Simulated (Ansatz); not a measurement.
**Ligand exchange: NaBr + HOI → NaOH + IBr**

Species: NaBr, singlet; HOI (hypoiodous acid) `OI`, singlet; NaOH `[OH][Na]`, singlet; IBr (iodine monobromide), singlet. The partners trade Br for OH: Na–Br and I–OH bonds give way to Na–OH and I–Br.

Shapes, held fixed at every level: PBE0-D4/def2-TZVP. Programs: Ansatz 0.2.0. The zero-point and thermal change to 298 K, harmonic and unscaled (PBE0-D4/def2-TZVP), is -1.9 kJ/mol.

```
               level                   kind  ΔH(298 K) (kJ/mol)  less CCSD(T)/def2-TZVPP
       HF/def2-TZVPP           Hartree–Fock               +86.4                    +16.0
r2SCAN-D4/def2-TZVPP               meta-GGA               +69.1                     -1.3
 BHLYP-D4/def2-TZVPP          global hybrid               +68.3                     -2.1
  PBE0-D4/def2-TZVPP          global hybrid               +67.4                     -3.0
       CCSD/def2-SVP  coupled cluster or CI               +70.7                     +0.3
     CCSD/def2-TZVPP  coupled cluster or CI               +70.4                      0.0
  CCSD(T)/def2-TZVPP  coupled cluster or CI               +70.4                      0.0
```

The highest level, CCSD(T)/def2-TZVPP, gives ΔH(298 K) = +70.4 kJ/mol; the levels span +67.4 to +86.4. The column of differences is taken from that level and isn't an error. No measured value is set beside it here. For atoms past krypton def2 sets carry core potentials with scalar relativity. Relativity is left out for Br. Outer-core shells of Br, I, Na are correlated in most correlated rows, in sets that cover them unevenly.
